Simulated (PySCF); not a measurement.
# Reading a saddle point

A first-order saddle point of GeNH4F, closed shell, PBE0-D4/def2-TZVP, with one imaginary mode of 252i cm⁻¹:

| atom | x (Å) | y (Å) | z (Å) |
| --- | --- | --- | --- |
| Ge1 | -0.5966 | -0.2704 | 0.4252 |
| F2 | 1.6841 | -0.5096 | 0.0175 |
| N3 | -0.2521 | 0.5958 | -1.0354 |
| H4 | 1.1632 | 0.0416 | -0.6713 |
| H5 | -0.7618 | -1.7866 | 0.3656 |
| H6 | -0.8997 | 0.3272 | 1.8133 |
| H7 | -0.3370 | 1.6021 | -0.9149 |

Computed with PySCF 2.14 with density fitting (its default auxiliary sets; JK sets also for MP2 and CCSD(T)) (basis: def2-TZVPP and def2-QZVPP); correlated methods freeze the cores. Filled d shells of the heavier atoms are correlated. The def2 sets are not built for correlating such inner shells, so the correlated values are less sure here. Extrapolation: Hartree–Fock as exp(−7.88 √X), correlation as X^−2.97.

Question: Which contacts change along the imaginary mode, and what lies on either side? (Judge from chemistry; the calculation decides.)

Answer: The calculation gives: The step is GeNH₄F ([NH2][GeH2][F]) → GeNH₃ ([NH][GeH2]) + HF, with the molecules in contact on both sides. Shortening one way: F2–H4; lengthening the same way: Ge1–F2, N3–H4.
```tsv
pair	one side (Å)	saddle (Å)	other side (Å)
F2–H4	3.27	1.02	0.96
Ge1–F2	1.75	2.33	3.63
N3–H4	1.01	1.56	1.62
```

Question: Which side is lower, and how far does the saddle lie above each? (An estimate is asked for; the value comes from the calculation.)

Answer: By the calculation: The side with Ge1–F2, N3–H4 short is lower by 234.7 kJ/mol; the saddle lies 275.2 kJ/mol above it and 40.5 kJ/mol above the other (CCSD(T) at an estimated basis limit (MP2 extrapolated from triple and quadruple zeta, plus CCSD(T) − MP2 in triple zeta); electronic energies).

No T1 diagnostic of these runs exceeds 0.019. The restricted Hartree–Fock reference is unstable towards an unrestricted one at one or more of these structures.

Labels in which every atom is bracketed show which atoms are joined, not bond orders.

For scale, one of the runs: CCSD(T)/def2-TZVPP, 166 basis functions, launched by `OMP_NUM_THREADS=4 python run.py`. Hardware: 4 CPU threads of a Oxide Virtual Turin-like, shared host. Wall time 2.9 min; peak host memory 1.7 GiB.
